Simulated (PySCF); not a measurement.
Distorted geometries of [Eu(H2O)5]3+

[Eu(H2O)5]3+ (singlet in the valence; each metal's 4f electrons, 6 of them, lie in its core potential, out of spins and levels). PySCF 2.14.0, RKS PBE0, Eu lcecp-1-SVP with ECP52, O def2-SVP, H def2-SVP; non-relativistic Hamiltonian with scalar-relativistic core potentials where named; density fitting; no spin-orbit coupling. Relaxed geometry:

```xyz
16

Eu   -0.0221    0.0000    0.0000
O    -0.4809    0.0458    2.3231
H    -0.6157    0.8280    2.8964
H    -0.5975   -0.7108    2.9334
O    -0.4809   -0.0458   -2.3231
H    -0.6157   -0.8280   -2.8964
H    -0.5975    0.7108   -2.9334
O     2.3142    0.0000    0.0000
H     2.9200   -0.0146   -0.7715
H     2.9200    0.0146    0.7715
O    -0.8353    2.2214   -0.0360
H    -0.3202    3.0553   -0.0417
H    -1.7670    2.5257   -0.0522
O    -0.8353   -2.2214    0.0360
H    -1.7670   -2.5257    0.0522
H    -0.3202   -3.0553    0.0417
```

Order these distorted geometries by energy above the relaxed one, lowest first.
A.
```xyz
16

Eu   -0.0247    0.0775   -0.1270
O    -0.6335    0.1453    2.3911
H    -0.6714    0.8941    2.9596
H    -0.6155   -0.6571    2.9399
O    -0.2781    0.0518   -2.3366
H    -0.6410   -0.9215   -2.9237
H    -0.5566    0.5777   -2.9367
O     2.4438   -0.0231   -0.0127
H     2.7371   -0.1538   -0.7737
H     2.9961    0.0622    0.6995
O    -0.7721    2.3056   -0.0583
H    -0.4202    2.9848    0.0711
H    -1.8414    2.4949   -0.0877
O    -0.7310   -2.2598    0.1632
H    -1.6892   -2.6218    0.0455
H    -0.4032   -2.9569   -0.0135
```
B.
```xyz
16

Eu   -0.0263    0.0594   -0.0044
O    -0.4537   -0.0097    2.2929
H    -0.7118    0.8352    2.8962
H    -0.6174   -0.7113    2.8855
O    -0.4538   -0.0332   -2.3007
H    -0.5881   -0.8269   -2.8877
H    -0.5955    0.7326   -2.9109
O     2.3311    0.0101    0.0178
H     2.9285   -0.0198   -0.7766
H     2.9195   -0.0194    0.7977
O    -0.8185    2.2101   -0.0245
H    -0.3463    3.0444   -0.0424
H    -1.8080    2.4887   -0.0649
O    -0.7932   -2.2282    0.0788
H    -1.7574   -2.5013    0.0281
H    -0.3100   -3.0308    0.0152
```
C.
```xyz
16

Eu   -0.0195   -0.0453    0.0125
O    -0.4388   -0.0064    2.3348
H    -0.5947    0.8125    2.9119
H    -0.5850   -0.7198    2.9571
O    -0.5279    0.0043   -2.3098
H    -0.6310   -0.7921   -2.8561
H    -0.5517    0.7079   -2.9401
O     2.3053    0.0533   -0.0213
H     2.8782   -0.0583   -0.7782
H     2.9228   -0.0072    0.7645
O    -0.8727    2.2394   -0.0723
H    -0.3025    3.1266   -0.0745
H    -1.7257    2.5154   -0.0466
O    -0.8109   -2.2836    0.0026
H    -1.8037   -2.5087    0.0498
H    -0.3432   -3.0381    0.0658
```

B (0.43 eV), C (0.76 eV), A (6.46 eV).

Which forces (eV/Å) act in the one that lies 0.43 eV up?


```
Eu   0.60 -0.92  0.17
O   -0.65  4.69  0.41
H    0.88 -2.47 -1.77
H   -0.32 -2.15  1.56
O   -0.29 -0.20 -0.92
H    0.13  0.62  0.43
H    0.09 -0.41  0.23
O   -0.10 -0.02 -0.67
H   -0.25  0.03  0.67
H    0.19  0.01 -0.02
O   -2.69 -0.05 -0.11
H    0.55  1.03  0.00
H    1.87 -0.40  0.09
O   -2.22  1.98 -0.14
H    1.12  0.14  0.14
H    1.10 -1.89 -0.06
```
Forces carry noise of the integration grid, about 0.01 to 0.03 eV/Å.

An lcecp potential fixes the number of 4f electrons, so in runs with it no electron can move into or out of that shell.
